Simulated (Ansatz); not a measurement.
Consider the substitution at a C–C bond: `CCOC#N` + `[NH2][In]([Cl])[Cl]` → `C[NH][In]([Cl])[Cl]` + `COC#N`.

Computed with Ansatz on PBE0-D4/def2-TZVP structures; ΔE is electronic, products minus reactants. CBS: MP2 limit from def2 TZ/QZ plus the TZ coupled-cluster correction, frozen cores. DFT in def2-TZVPP. Elements past krypton have def2 core potentials. For In outer-core shells are correlated without core-valence functions, which leaves a few kJ/mol of doubt a bond. Each species was taken in one conformer, which may not be the lowest.

(1) Is it downhill or uphill in electronic energy at CCSD(T)/CBS, and by how much? (Estimate.)

(2) What do these levels give: BLYP-D4, B97M-V, BHLYP-D4, r2SCANh, MP2/def2-QZVPP, CCSD/CBS(def2)? (Estimate.)

(3) What do rigid-rotor, harmonic-oscillator terms from PBE0-D4/def2-TZVP frequencies (298.15 K, 1 bar) make of the CCSD(T)/CBS value? (Best estimate.)

Largest T1 diagnostic among the species: 0.014.

## Answers

(1) The calculation gave: Uphill: ΔE = +59.6 kJ/mol.

(2) Ansatz gave: BLYP-D4 54.9, B97M-V 63.5, BHLYP-D4 56.8, r2SCANh 62.7, MP2/def2-QZVPP 61.0, CCSD/CBS(def2) 59.2 kJ/mol.

(3) The calculation gave: ΔZPE = -0.4 kJ/mol, ΔH = +60.7 kJ/mol, ΔS = 11 J/(mol·K), ΔG = +57.4 kJ/mol.

At CCSD(T), def2-SVP lies −9.9 kJ/mol from the extrapolated value and def2-TZVPP −0.9 kJ/mol. Leaving LDA and LC-ωPBE aside and taking each functional with its dispersion term where it has one, the values spread over 8.6 kJ/mol, from BLYP-D4 to B97M-V.
